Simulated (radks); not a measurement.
Species: Cs0.3+. Configuration: [Kr] 4d10 5s2 5p(1/2: 2, 3/2: 3.7) 6s1 (fractional occupations, a model configuration). All-electron calculation, Dirac Kohn-Sham, BLYP, spin-unpolarised, spherical densities, point nucleus. Program: a radial shooting solver on a logarithmic mesh with Libxc functionals.

Normalised radial functions P(r) = r R(r) (large component), r in bohr:

| r | 4d3/2 |
|---|---|
| 0.0009144 | 0.0000 |
| 0.001454 | 0.0000 |
| 0.002332 | 0.0001 |
| 0.003708 | 0.0002 |
| 0.005945 | 0.0007 |
| 0.009455 | 0.0023 |
| 0.01504 | 0.0076 |
| 0.02411 | 0.0253 |
| 0.03834 | 0.0759 |
| 0.06098 | 0.2009 |
| 0.09776 | 0.4366 |
| 0.1555 | 0.6599 |
| 0.2493 | 0.4683 |
| 0.3964 | -0.3891 |
| 0.6305 | -1.1680 |
| 1.011 | -0.9452 |
| 1.608 | -0.3165 |
| 2.557 | -0.0383 |
| 4.099 | -0.0010 |
| 6.519 | 0.0000 |
| 10.45 | 0.0000 |
| 16.62 | 0.0000 |

4d3/2: eigenvalue -78.124 eV, 1 radial node at r = 0.331 bohr, <r> = 0.831 bohr, 90 % of the charge inside 1.26 bohr.
